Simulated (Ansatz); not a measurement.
CH$_{6}$MgOSSi (`C[S][Mg][O][SiH3]`), relaxed with RKS PBE-D4/def2-SVP in the Gaussian-basis code of Ansatz from a rough embedded geometry. The force threshold is 0.03 eV/Å; the program also tests the step.

Total charge 0; spin multiplicity 1.

Start:

```xyz
11

C     0.196   -1.950   -1.521
S    -1.525   -1.639   -1.713
Mg   -1.460    0.248   -0.149
O    -1.421    1.847    1.020
Si    0.221    1.877    1.589
H     0.838   -1.041   -1.788
H     0.553   -2.804   -2.117
H     0.446   -2.126   -0.436
H     0.621    0.577    2.205
H     1.104    2.053    0.390
H     0.427    2.958    2.520
```

```csv
step,energy (eV),largest force (eV/Å),largest move (Å)
1,-27315.4623,2.531,0.000
2,-27315.9132,1.380,0.193
3,-27316.0604,0.459,0.126
4,-27316.1291,0.249,0.161
5,-27316.1622,0.403,0.195
6,-27316.2131,0.148,0.178
7,-27316.2405,0.096,0.180
8,-27316.2600,0.297,0.195
9,-27316.2687,0.452,0.194
10,-27316.2855,0.463,0.102
11,-27316.3107,0.122,0.117
12,-27316.3189,0.016,0.102
13,-27316.3232,0.249,0.195
14,-27316.3260,0.065,0.029
15,-27316.3277,0.016,0.058
16,-27316.3283,0.040,0.067
17 (rejected),-27316.3280,0.050,0.035
18,-27316.3285,0.010,0.017
```

End:

```xyz
11

C    -0.043   -2.520   -2.041
S    -1.565   -1.537   -1.664
Mg   -0.797    0.052   -0.175
O    -0.207    1.303    0.994
Si    0.328    2.447    2.060
H     0.745   -1.907   -2.521
H    -0.347   -3.306   -2.758
H     0.370   -3.018   -1.143
H     0.911    1.814    3.302
H     1.400    3.316    1.445
H    -0.795    3.357    2.501
```

Hardware: 2 threads of an AMD EPYC 7R13 on a shared host. Wall time 44 s, peak host memory 0.22 GiB.
